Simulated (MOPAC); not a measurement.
MOPAC input (PM6):

```
PM6 1SCF CHARGE=-1 GEO-OK AUX(PRECISION=9) THREADS=1
C3H10NSi

C     1.73891800 1   -0.08966400 1   -0.57283200 1
Si   -0.00067100 1    0.04779500 1    0.20006400 1
C    -0.92217800 1    1.27743500 1   -0.96908500 1
C    -0.84339300 1   -1.62293800 1   -0.27593100 1
N     0.14166100 1    0.43413500 1    1.80045600 1
H     2.27501700 1    0.85788100 1   -0.46596500 1
H     2.32162000 1   -0.85774900 1   -0.05595000 1
H     1.70246700 1   -0.34512700 1   -1.63762600 1
H    -0.90512400 1    0.96367100 1   -2.02056700 1
H    -0.46838200 1    2.27125900 1   -0.90215500 1
H    -1.97132300 1    1.37708100 1   -0.66861800 1
H    -0.82957000 1   -1.81771500 1   -1.35584900 1
H    -1.88964400 1   -1.62980400 1    0.04999100 1
H    -0.34001100 1   -2.45451200 1    0.22724800 1
H    -0.71736500 1    0.53794900 1    2.33248400 1
```

Output:

```
 *******************************************************************************
 **                                                                           **
 **                              MOPAC v23.2.5                                **
 **                                                                           **
 *******************************************************************************
 ** MOPAC's Digital Object Identifier: https://doi.org/10.5281/zenodo.6511958 **
 **                                                                           **
 ** Please cite the open-source release paper for use of this MOPAC version:  **
 ** J. E. Moussa and J. J. P. Stewart (2026)                                  **
 ** MOPAC: An open-source semiempirical molecular orbital program             **
 ** J. Open Source Softw., 11(119), 8025, https://doi.org/10.21105/joss.08025 **
 *******************************************************************************

                              PM6 CALCULATION RESULTS

 *******************************************************************************
 *  PM6        - The PM6 Hamiltonian to be used
 *  GEO-OK     - OVERRIDE INTERATOMIC DISTANCE AND OTHER SAFETY CHECKS
 *
 *
 *
 *                 CHARGE ON SYSTEM = -1
 *
 *
 *
 *  1SCF       - DO 1 SCF AND THEN STOP
 *  AUX        - OUTPUT AUXILIARY INFORMATION
 *******************************************************************************
PM6 1SCF CHARGE=-1 GEO-OK AUX(PRECISION=9) THREADS=1
 C3H10NSi

   ATOM   CHEMICAL          X               Y               Z
  NUMBER   SYMBOL      (ANGSTROMS)     (ANGSTROMS)     (ANGSTROMS)

     1       C          1.73891800  *  -0.08966400  *  -0.57283200  *
     2      Si         -0.00067100  *   0.04779500  *   0.20006400  *
     3       C         -0.92217800  *   1.27743500  *  -0.96908500  *
     4       C         -0.84339300  *  -1.62293800  *  -0.27593100  *
     5       N          0.14166100  *   0.43413500  *   1.80045600  *
     6       H          2.27501700  *   0.85788100  *  -0.46596500  *
     7       H          2.32162000  *  -0.85774900  *  -0.05595000  *
     8       H          1.70246700  *  -0.34512700  *  -1.63762600  *
     9       H         -0.90512400  *   0.96367100  *  -2.02056700  *
    10       H         -0.46838200  *   2.27125900  *  -0.90215500  *
    11       H         -1.97132300  *   1.37708100  *  -0.66861800  *
    12       H         -0.82957000  *  -1.81771500  *  -1.35584900  *
    13       H         -1.88964400  *  -1.62980400  *   0.04999100  *
    14       H         -0.34001100  *  -2.45451200  *   0.22724800  *
    15       H         -0.71736500  *   0.53794900  *   2.33248400  *

          CARTESIAN COORDINATES

    NO.       ATOM           X           Y           Z

     1         C          1.7389     -0.0897     -0.5728
     2        Si         -0.0007      0.0478      0.2001
     3         C         -0.9222      1.2774     -0.9691
     4         C         -0.8434     -1.6229     -0.2759
     5         N          0.1417      0.4341      1.8005
     6         H          2.2750      0.8579     -0.4660
     7         H          2.3216     -0.8577     -0.0559
     8         H          1.7025     -0.3451     -1.6376
     9         H         -0.9051      0.9637     -2.0206
    10         H         -0.4684      2.2713     -0.9022
    11         H         -1.9713      1.3771     -0.6686
    12         H         -0.8296     -1.8177     -1.3558
    13         H         -1.8896     -1.6298      0.0500
    14         H         -0.3400     -2.4545      0.2272
    15         H         -0.7174      0.5379      2.3325

 General Reference for PM6:
 "Optimization of Parameters for Semiempirical Methods V: Modification of NDDO Approximations
 and Application to 70 Elements", J. J. P. Stewart, J. Mol. Mod., 13, 1173-1213 (2007)
 URL: https://link.springer.com/article/10.1007/s00894-007-0233-4

           Empirical Formula: C3 H10 N Si  =    15 atoms

      MOLECULAR POINT GROUP   :   Cs

      RHF CALCULATION, NO. OF DOUBLY OCCUPIED LEVELS = 16

 -------------------------------------------------------------------------------
 PM6 1SCF CHARGE=-1 GEO-OK AUX(PRECISION=9) THREADS=1
 C3H10NSi

     1SCF WAS SPECIFIED, SO BFGS WAS NOT USED
     SCF FIELD WAS ACHIEVED

                              PM6 CALCULATION
                                                       MOPAC v23.2.5 Linux

          FINAL HEAT OF FORMATION =        -44.25350 KCAL/MOL =    -185.15666 KJ/MOL

          COSMO AREA              =        138.27 SQUARE ANGSTROMS
          COSMO VOLUME            =        132.75 CUBIC ANGSTROMS

          IONIZATION POTENTIAL    =          3.624422 EV
          HOMO LUMO ENERGIES (EV) =         -3.624  6.198
          NO. OF FILLED LEVELS    =         16
          MOLECULAR WEIGHT        =         88.2042         POINT GROUP:  Cs

          MOLECULAR DIMENSIONS (Angstroms)

            Atom       Atom       Distance
            H    13    H     6     4.87844
            H     9    H    15     4.34719
            H    11    H    14     4.01435

          SCF CALCULATIONS        =          1

   ATOM   CHEMICAL          X               Y               Z
  NUMBER   SYMBOL      (ANGSTROMS)     (ANGSTROMS)     (ANGSTROMS)

     1       C          1.73891800  *  -0.08966400  *  -0.57283200  *
     2      Si         -0.00067100  *   0.04779500  *   0.20006400  *
     3       C         -0.92217800  *   1.27743500  *  -0.96908500  *
     4       C         -0.84339300  *  -1.62293800  *  -0.27593100  *
     5       N          0.14166100  *   0.43413500  *   1.80045600  *
     6       H          2.27501700  *   0.85788100  *  -0.46596500  *
     7       H          2.32162000  *  -0.85774900  *  -0.05595000  *
     8       H          1.70246700  *  -0.34512700  *  -1.63762600  *
     9       H         -0.90512400  *   0.96367100  *  -2.02056700  *
    10       H         -0.46838200  *   2.27125900  *  -0.90215500  *
    11       H         -1.97132300  *   1.37708100  *  -0.66861800  *
    12       H         -0.82957000  *  -1.81771500  *  -1.35584900  *
    13       H         -1.88964400  *  -1.62980400  *   0.04999100  *
    14       H         -0.34001100  *  -2.45451200  *   0.22724800  *
    15       H         -0.71736500  *   0.53794900  *   2.33248400  *

                             CARTESIAN COORDINATES

   1    C        1.738918000    -0.089664000    -0.572832000
   2   Si       -0.000671000     0.047795000     0.200064000
   3    C       -0.922178000     1.277435000    -0.969085000
   4    C       -0.843393000    -1.622938000    -0.275931000
   5    N        0.141661000     0.434135000     1.800456000
   6    H        2.275017000     0.857881000    -0.465965000
   7    H        2.321620000    -0.857749000    -0.055950000
   8    H        1.702467000    -0.345127000    -1.637626000
   9    H       -0.905124000     0.963671000    -2.020567000
  10    H       -0.468382000     2.271259000    -0.902155000
  11    H       -1.971323000     1.377081000    -0.668618000
  12    H       -0.829570000    -1.817715000    -1.355849000
  13    H       -1.889644000    -1.629804000     0.049991000
  14    H       -0.340011000    -2.454512000     0.227248000
  15    H       -0.717365000     0.537949000     2.332484000

           Empirical Formula: C3 H10 N Si  =    15 atoms

      MOLECULAR POINT GROUP   :   Cs

                  EIGENVALUES
 -21.75089 -20.33071 -19.30164 -19.24494 -10.26668  -9.26085  -8.97901  -8.91051
  -8.51973  -8.50159  -8.09856  -7.14481  -5.10630  -5.05988  -3.80747  -3.62442
   6.19793   6.64952   6.89112   7.45934   8.09257   8.22802   9.36698   9.41305
  10.38458  10.75524  10.79974  10.83255  10.84427  10.94123  11.00306  11.73589
  11.85483  11.97140  12.82496

              NET ATOMIC CHARGES AND DIPOLE CONTRIBUTIONS

  ATOM NO.   TYPE          CHARGE      No. of ELECS.   s-Pop       p-Pop       d-Pop
    1          C          -0.592596        4.5926     1.06979     3.52281
    2         Si           0.035516        3.9645     1.08822     1.62666     1.24961
    3          C          -0.601470        4.6015     1.07708     3.52439
    4          C          -0.601470        4.6015     1.07708     3.52439
    5          N          -0.634742        5.6347     1.65984     3.97490
    6          H           0.140894        0.8591     0.85911
    7          H           0.140894        0.8591     0.85911
    8          H           0.125944        0.8741     0.87406
    9          H           0.126731        0.8733     0.87327
   10          H           0.135321        0.8647     0.86468
   11          H           0.126663        0.8733     0.87334
   12          H           0.126731        0.8733     0.87327
   13          H           0.126663        0.8733     0.87334
   14          H           0.135321        0.8647     0.86468
   15          H           0.209601        0.7904     0.79040
 DIPOLE           X         Y         Z       TOTAL
 POINT-CHG.    -0.748    -0.463    -1.850     2.049
 HYBRID        -0.760    -0.368    -1.454     1.681
 SUM           -1.508    -0.831    -3.304     3.726

          ATOMIC ORBITAL ELECTRON POPULATIONS

     Atom    s        px        py        pz      x^2-y^2     xz        z^2       yz        xy
    1  C   1.06979   1.26468   1.13227   1.12586
    2 Si   1.08822   0.53425   0.60631   0.48610   0.16151   0.27866   0.27852   0.37138   0.15954
    3  C   1.07708   1.15760   1.20496   1.16183
    4  C   1.07708   1.15135   1.25490   1.11814
    5  N   1.65984   1.26259   1.47701   1.23530
    6  H   0.85911
    7  H   0.85911
    8  H   0.87406
    9  H   0.87327
   10  H   0.86468
   11  H   0.87334
   12  H   0.87327
   13  H   0.87334
   14  H   0.86468
   15  H   0.79040

 **********************
 *                    *
 * JOB ENDED NORMALLY *
 *                    *
 **********************

 == MOPAC DONE ==
```

The dipole moment of an ion depends on the origin.

The geometry given is a B3LYP-D3(BJ)/def2-TZVP minimum.
